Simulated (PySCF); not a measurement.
**Dipole moment and polarisability of `C1C[CH2][GeH2][CH2]C1`**

Species: C5H12Ge.
Numbering: `[CH2:1]1[CH2:2][CH2:3][GeH2:4][CH2:5][CH2:6]1` (hydrogens: H7, H8 on C1; H9, H10 on C2; H11, H12 on C3; H13, H14 on Ge4; H15, H16 on C5; H17, H18 on C6)

Cartesian coordinates in Å at the PBE0-D3(BJ)/def2-SVP level; atoms count from 1:
```xyz
18
C5H12Ge angstrom
C     -0.710   -1.283   -0.086
C      0.789   -1.306    0.221
C      1.594   -0.198   -0.462
Ge     0.847    1.560   -0.016
C     -1.085    1.262   -0.176
C     -1.470   -0.074    0.464
H     -0.857   -1.336   -1.181
H     -1.166   -2.199    0.323
H      1.196   -2.290   -0.071
H      0.926   -1.242    1.316
H      1.545   -0.315   -1.559
H      2.658   -0.253   -0.187
H      1.354    2.673   -0.957
H      1.206    1.931    1.441
H     -1.334    1.253   -1.251
H     -1.648    2.095    0.272
H     -1.308   -0.022    1.556
H     -2.553   -0.245    0.333
```

Level: CAM-B3LYP/def2-SVPD (PySCF), static field, nuclei fixed, core orbitals frozen in the response. The polarisability tensor in these axes (au):

```
x   90.55  2.86 -1.55
y    2.86 94.53 -0.68
z   -1.55 -0.68 78.12
```

Task: Give the principal values, the mean and the anisotropy Δα = √{½[(α1 − α2)² + (α2 − α3)² + (α1 − α3)²]}.

Result: Principal values 77.92, 89.15 and 96.12 au; mean 87.73 au = 13.00 Å³ = 14.47 × 10⁻⁴⁰ C²·m²/J; Δα = 15.91 au (18 % of the mean).

Task: What is the dipole moment, and where does it point?

Result: (-0.37, -0.64, -0.20) D, 0.76 D in size, pointing from the negative to the positive side. Measured along this direction, the outermost atoms are H13 and H14 at the negative end and H8 at the positive end.

Task: Along which axes do the principal values lie, and how far do the nuclei extend along each?

Result: Largest value along (0.47, 0.88, -0.07), where the nuclei span 5.56 Å; middle along (0.87, -0.48, -0.09), 4.93 Å; least along (0.12, 0.02, 0.99), 2.98 Å. The response follows the extents in order.

Task: Sum over states: ᾱ = Σ f/ω², ω in Eh. What share falls to these 10 lowest TDDFT singlets (eV, f)? 7.27, 0.0016; 7.58, 0.0136; 7.95, 0.0025; 8.01, 0.0638; 8.13, 0.0273; 8.16, 0.0491; 8.40, 0.0049; 8.43, 0.0875; 8.55, 0.1120; 8.55, 0.0044.

Result: They add up to 3.96 au, 4.5 % of the 87.73 au; the largest single term is 1.14 au, from the state at 8.55 eV. Terms in order: 0.02, 0.18, 0.03, 0.74, 0.31, 0.55, 0.05, 0.91, 1.14, 0.04 au. Higher excitations give the rest. The strengths listed sum to 0.367.

Task: Give the eigenvalues of the traceless quadrupole moment Θ = ½Σq(3rr − r²1), origin at the centre of nuclear charge.

Result: -1.68, 0.22, 1.46 D·Å. The values depend on the origin, since the dipole doesn't vanish. The electronic extent ⟨r²⟩ about the same centre is 906 bohr², a root-mean-square distance of 1.85 Å for the 74 electrons.

Task: Find the Langevin capture rate constant for O2+ (31.990 u) meeting this molecule (146.015 u), k = 2.342 × 10⁻⁹ cm³/s × √(α in Å³ / reduced mass in u).

Result: The reduced mass is 26.24 u, so k = 1.65 × 10⁻⁹ cm³/s. The formula leaves out the permanent dipole, which adds to the capture rate.

Task: Molar refractivity from α?

Result: Lorentz–Lorenz: R = (4π/3)N_A α = 2.5225 cm³/(mol·Å³) × 13.00 Å³ = 32.8 cm³/mol, in the limit of long wavelengths.

One conformer (not necessarily the lowest) at the PBE0-D3(BJ)/def2-SVP geometry, without solvent, vibrations or thermal averaging. The calculation is non-relativistic, for germanium too.
